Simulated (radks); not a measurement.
Removal energies from the antimony ion Sb5+, [Kr] 4d10, by Delta-SCF beside the eigenvalue of the level emptied. Calculated with a radial shooting solver on a logarithmic mesh with Libxc functionals: Dirac Kohn-Sham, PBE, spin-unpolarised, spherical densities, finite nucleus; Fermi nuclear charge, rms radius of each element as measured or else 0.836 A^(1/3) + 0.57 fm. Sub-shells are occupied by j as written (lower j first in brackets).

[
 {"removed from": "4d5/2", "final configuration": "[Kr] 4d(3/2: 4, 5/2: 5)", "Delta-SCF (eV)": "99.246", "-eigenvalue (eV)": "89.125"},
 {"removed from": "4d3/2", "final configuration": "[Kr] 4d(3/2: 3, 5/2: 6)", "Delta-SCF (eV)": "100.61", "-eigenvalue (eV)": "90.418"},
 {"removed from": "4p3/2", "final configuration": "[Ar] 3d10 4s2 4p(1/2: 2, 3/2: 3) 4d10", "Delta-SCF (eV)": "167.08", "-eigenvalue (eV)": "155.86"},
 {"removed from": "4p1/2", "final configuration": "[Ar] 3d10 4s2 4p(1/2: 1, 3/2: 4) 4d10", "Delta-SCF (eV)": "175.95", "-eigenvalue (eV)": "164.50"}
]
